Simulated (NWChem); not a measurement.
Species: CH₅BO₂S; SMILES CSB(O)O

```xyz
10

B      0.0460     0.8253     0.0000
O     -0.7621     1.9384     0.0000
H     -0.2815     2.7837     0.0000
O      1.4234     0.8266     0.0000
H      1.8208     1.7147     0.0000
S     -0.8241    -0.7806     0.0000
C      0.5888    -1.9449     0.0000
H      1.2157    -1.8104    -0.9011
H      0.1614    -2.9648     0.0000
H      1.2157    -1.8104     0.9011
```
Atoms are numbered in this order, from 1.

Program: NWChem. Pople sets run with spherical d functions. Structure relaxed at the PBE-D3(BJ)/def2-SVP level.

Problem. Estimate the computed values for LDA (Slater exchange, PW92)/6-31G*. Quantities: highest occupied level (eV); orbital gap (eV); dipole (D).

Solution. 
```json
{
  "highest occupied level (eV)": "-5.34",
  "orbital gap (eV)": "5.39",
  "dipole (D)": "3.83"
}
```
